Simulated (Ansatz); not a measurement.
`C[O][GeH2][Cl]` + HI → `C[O][GeH2][I]` + HCl at 500 K and 1 bar (ligand exchange at a Ge–Cl bond).

Calculated with Ansatz (gas phase, PBE0-D4/def2-TZVP geometries, no zero-point term in ΔE). CBS: MP2 limit from def2 TZ/QZ plus the TZ coupled-cluster correction, frozen cores. This one scheme is used for every species. def2 core potentials past Kr. For Ge, I outer-core shells are correlated without core-valence functions, which leaves a few kJ/mol of doubt a bond. Scalar relativity is left out up to krypton. Each species was taken in one conformer, which may not be the lowest.

| species | CCSD(T)/CBS energy (Eh) | H − E (kJ/mol) | S (J/(mol·K)) |
| --- | --- | --- | --- |
| `C[O][GeH2][Cl]` | -2652.16457 | 196.3 | 408.5 |
| HI | -298.03592 | 28.6 | 221.6 |
| `C[O][GeH2][I]` | -2489.82326 | 195.4 | 427.8 |
| HCl | -460.38127 | 32.5 | 201.9 |

H − E and S are ideal-gas, rigid-rotor, harmonic terms from PBE0-D4/def2-TZVP, for one conformer and one mirror image of each species. 1 Eh = 2625.50 kJ/mol, R = 8.31446 J/(mol·K).

By hand: ΔE, ΔH, ΔS and ΔG.

ΔE = (-2489.82326) + (-460.38127) − (-2652.16457) − (-298.03592) = -0.00404 Eh = -10.6 kJ/mol. Δ(H − E) = 195.4 + 32.5 − 196.3 − 28.6 = 3.0, so ΔH = -7.6 kJ/mol. ΔS = 427.8 + 201.9 − 408.5 − 221.6 = -0.4 J/(mol·K). ΔG = -7.6 − 500 × (-0.4)/1000 = -7.4 kJ/mol.

By hand: the equilibrium constant, and the temperature at which ΔG would vanish if ΔH and ΔS stayed fixed.

log₁₀ K = −ΔG/(RT ln 10) = 0.8. ΔG = 0 at ΔH/ΔS = 19000 K, far beyond where these terms or the molecules hold.

The number of gas molecules stays the same, so ΔS is small and ΔH decides. A doubt of 5 kJ/mol in ΔE shifts log₁₀ K by 0.5 here. Other conformers and mirror images would add mixing entropy, several J/(mol·K) or more a flexible species. Modes under 60 cm⁻¹, often nearly free rotors, make the harmonic entropy too high. These are equilibria of isolated gas molecules and say nothing of rates. Largest T1 diagnostic: 0.011 (customary marks: 0.02 for closed shells, 0.045 for open ones).
